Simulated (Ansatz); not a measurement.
The cluster Li4H5⁻, relaxed as a singlet with RKS PBE0-D4/def2-TZVPD in Ansatz, starting from the GFN1-xTB geometry. Force threshold 0.02 eV/Å.

The structure comes from a short search, and lower isomers may exist.

Start:

```xyz
9

Li   -1.7690    0.0836    0.4220
Li   -0.3650    0.0093   -1.4665
Li    0.3598    0.4331    1.4029
Li    1.8819   -0.0449   -0.4539
H    -0.3270    1.3584   -0.1153
H     1.2118   -0.6296   -1.8536
H    -1.8896   -0.7493   -1.0761
H    -1.1024   -0.3519    1.9451
H     1.9995   -0.1088    1.1955
```

Question: Estimate the energy that the relaxation releases and the steps that it takes.

Answer: 0.39 eV, in 5 steps; 3.4 s on 4 threads of Arm Neoverse V2 on a shared host. No frequencies were taken in this run, so the end may be a saddle point.

Question: Does the start keep its bonding?

Answer: Bonds formed: Li4–H5 (atoms count from 1). The end is the same structure that another start reached.

Question: Predict the relaxed structure.

Answer: 
```csv
atom,x (Å),y (Å),z (Å)
Li1,-1.7143,-0.0004,0.4257
Li2,-0.4252,-0.1841,-1.7033
Li3,0.4175,0.3202,1.6848
Li4,1.7052,0.1297,-0.4426
H5,-0.0533,0.7621,-0.1003
H6,1.3076,-0.4510,-2.1036
H7,-2.1192,-0.5698,-1.2331
H8,-1.2730,-0.0620,2.1695
H9,2.1547,0.0552,1.3029
```
Bond lengths (bridged metal pairs left out): 12 × H–Li 1.80 to 1.90 Å.
